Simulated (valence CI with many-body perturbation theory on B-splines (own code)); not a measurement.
# Lu I: what the settings do

Calculated by valence CI with perturbative core correlation (CI+MBPT): three valence electrons over a frozen Dirac-Fock core [Xe] 4f14, a basis of 6 s, 6 p, 5 d, 5 f, 1 g functions for each j, with the one-electron correlation potential Σ1, the two-electron term Σ2, the three-electron term Σ3, Breit, model QED; selected CI, second order for the rest, scaled by the run's own slope (own B-spline code, finite nucleus).

Against 24 measured levels this calculation errs by 512 cm⁻¹ on average and by 895 at most. These come from a selection out of the NIST Handbook of Basic Atomic Spectroscopic Data. Levels without a partner in it may be off by more, other configurations by 1,000 to 4,000 cm⁻¹.

The reference run has the lowest level 5d.6s2 2D_3/2 and an ionisation energy of 5.44601 eV. Its largest variational space holds 6596 state functions.

| Level | Reference (cm⁻¹) | Shift (cm⁻¹) |
| --- | --- | --- |
| 5d.6s2 2D_5/2 | 1886 | +10 |
| 6s2.6p 2P°_1/2 | 4270 | +66 |
| 6s2.6p 2P°_3/2 | 7617 | +84 |
| 5d.6s.6p 4F°_3/2 | 16969 | +21 |
| 5d.6s.6p 4F°_5/2 | 18029 | +26 |
| 5d2.6s 4F_3/2 | 18132 | -40 |
| 5d2.6s 4F_5/2 | 18641 | -37 |
| 5d2.6s 4F_7/2 | 19414 | -32 |
| 5d.6s.6p 4F°_7/2 | 19917 | +37 |
| 5d.6s.6p 4D°_1/2 | 20261 | +24 |
| 5d2.6s 4F_9/2 | 20347 | -27 |
| 5d.6s.6p 4D°_3/2 | 20684 | +27 |

The ionisation energy moves by +0.01874 eV.

Problem. Which of these changes was made?
A. shift of the energy in Σ1 (hartree) 0 → 0.05
B. factor on the speed of light 1 → 1.1
C. averaging of valence orbitals over low configurations on → off; scale of Σ1 1 → 1.1

Solution. A. shift of the energy in Σ1 (hartree) 0 → 0.05.
